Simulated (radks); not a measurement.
Isoelectronic series with 8 electrons, each ion in its NIST ground configuration. Calculated with a radial shooting solver on a logarithmic mesh with Libxc functionals: Dirac Kohn-Sham, PBEsol, spin-unpolarised, spherical densities, finite nucleus; open shells fill j = l - 1/2 first; Fermi nuclear charge, rms radius of each element as measured or else 0.836 A^(1/3) + 0.57 fm. Total energies (hartree) and mean radii <r> (bohr):

| ion | configuration | E (hartree) | 2p3/2 | 2p1/2 | 2s1/2 | 1s1/2 |
|---|---|---|---|---|---|---|
| O | [He] 2s2 2p4 | -74.74974 | 1.266 | 1.264 | 1.142 | 0.1999 |
| Ne2+ | [He] 2s2 2p4 | -126.26586 | 0.8123 | 0.8107 | 0.8304 | 0.1581 |
| Mg4+ | [He] 2s2 2p4 | -191.91640 | 0.6068 | 0.6051 | 0.6496 | 0.1307 |
| Si6+ | [He] 2s2 2p4 | -271.71729 | 0.4859 | 0.4842 | 0.5330 | 0.1112 |
| S8+ | [He] 2s2 2p4 | -365.71127 | 0.4057 | 0.4038 | 0.4517 | 0.09679 |
| Ar10+ | [He] 2s2 2p4 | -473.95541 | 0.3484 | 0.3464 | 0.3918 | 0.08562 |
| Ca12+ | [He] 2s2 2p4 | -596.51834 | 0.3054 | 0.3032 | 0.3458 | 0.07673 |
| Ti14+ | [He] 2s2 2p4 | -733.47917 | 0.2718 | 0.2695 | 0.3093 | 0.06948 |
| Cr16+ | [He] 2s2 2p4 | -884.92767 | 0.2449 | 0.2424 | 0.2797 | 0.06345 |
| Fe18+ | [He] 2s2 2p4 | -1050.96392 | 0.2229 | 0.2202 | 0.2551 | 0.05836 |
| Ni20+ | [He] 2s2 2p4 | -1231.69910 | 0.2044 | 0.2016 | 0.2344 | 0.05400 |
| Zn22+ | [He] 2s2 2p4 | -1427.25473 | 0.1888 | 0.1858 | 0.2167 | 0.05023 |
| Ge24+ | [He] 2s2 2p4 | -1637.76463 | 0.1754 | 0.1722 | 0.2014 | 0.04692 |
| Se26+ | [He] 2s2 2p4 | -1863.37488 | 0.1638 | 0.1604 | 0.1880 | 0.04401 |
| Kr28+ | [He] 2s2 2p4 | -2104.24339 | 0.1535 | 0.1500 | 0.1762 | 0.04142 |
| Sr30+ | [He] 2s2 2p4 | -2360.54141 | 0.1445 | 0.1407 | 0.1657 | 0.03910 |
| Zr32+ | [He] 2s2 2p4 | -2632.45365 | 0.1365 | 0.1325 | 0.1563 | 0.03700 |
| Mo34+ | [He] 2s2 2p4 | -2920.17737 | 0.1293 | 0.1251 | 0.1479 | 0.03511 |
| Ru36+ | [He] 2s2 2p4 | -3223.93039 | 0.1228 | 0.1184 | 0.1402 | 0.03338 |
| Pd38+ | [He] 2s2 2p4 | -3543.94304 | 0.1169 | 0.1123 | 0.1332 | 0.03180 |
| Cd40+ | [He] 2s2 2p4 | -3880.46155 | 0.1115 | 0.1068 | 0.1268 | 0.03035 |
| Sn42+ | [He] 2s2 2p4 | -4233.75496 | 0.1066 | 0.1017 | 0.1210 | 0.02901 |
| Te44+ | [He] 2s2 2p4 | -4604.10397 | 0.1021 | 0.09698 | 0.1156 | 0.02777 |
